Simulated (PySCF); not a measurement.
Isomers of C6H7F3. Theory: PySCF 2.14.0, PBE0-D3(BJ)/def2-SVP geometry optimisation, gas phase. Energies are electronic, without zero-point or thermal terms, for one conformer each. No frequencies were run at this level. Point groups hold within 0.08 Å.

Problem. Rank from lowest to highest electronic energy at this level (kcal/mol).
A. `[CH2:1]=[CH:2]/[CH:3]=[CH:4]\[CH2:5][C:6]([F:7])([F:8])[F:9]` with C1–C2–C3–C4 180°, C3–C4–C5–C6 114°
B. `[CH2:1]=[CH:2][C:3](=[CH2:4])[CH2:5][C:6]([F:7])([F:8])[F:9]` with C1–C2–C3–C4 178°, C2–C3–C5–C6 88°
C. `CC(C)C#CC(F)(F)F`

Solution. A (0.0), B (0.3), C (20.9).

As drawn, the lowest has a C=C bond outside aromatic rings, which the highest lacks; the highest has a C≡C bond, which the lowest lacks. Neighbours under 2.5 kcal/mol apart (C=C/C=C\CC(F)(F)F and C=CC(=C)CC(F)(F)F) can change places with a better method, another conformer or zero-point energy.

| SMILES | E (Eh) | E rel (kcal/mol) | dipole (D) | point group | A, B, C (MHz) |
| --- | --- | --- | --- | --- | --- |
| C=C/C=C\CC(F)(F)F | -531.41045 | 0.0 | 2.13 | C1 | 3612, 767.1, 724.3 |
| C=CC(=C)CC(F)(F)F | -531.41003 | 0.3 | 2.01 | C1 | 2446, 1248, 989.4 |
| CC(C)C#CC(F)(F)F | -531.37714 | 20.9 | 3.49 | C1 | 3311, 694.2, 653.4 |

Problem. How do the relative energies change in single points at PBE0/pcSseg-1 (no added dispersion term) on the same geometries?

Solution. 
| SMILES | PBE0-D3(BJ)/def2-SVP (kcal/mol) | PBE0/pcSseg-1 (kcal/mol) | shift |
| --- | --- | --- | --- |
| C=C/C=C\CC(F)(F)F | 0.0 | 0.0 | 0.0 |
| C=CC(=C)CC(F)(F)F | 0.3 | 0.9 | +0.6 |
| CC(C)C#CC(F)(F)F | 20.9 | 20.3 | -0.6 |

Each column counts from its own lowest isomer. The order is unchanged; the largest shift is 0.6 kcal/mol.

Problem. As an exercise, what shares would exp(−E/RT) give at 1000 K from these electronic energies alone (no entropy, no degeneracies)?

Solution. RT = 1.987 kcal/mol: C=C/C=C\CC(F)(F)F 53.3 %, C=CC(=C)CC(F)(F)F 46.7 %, CC(C)C#CC(F)(F)F under 0.1 %.
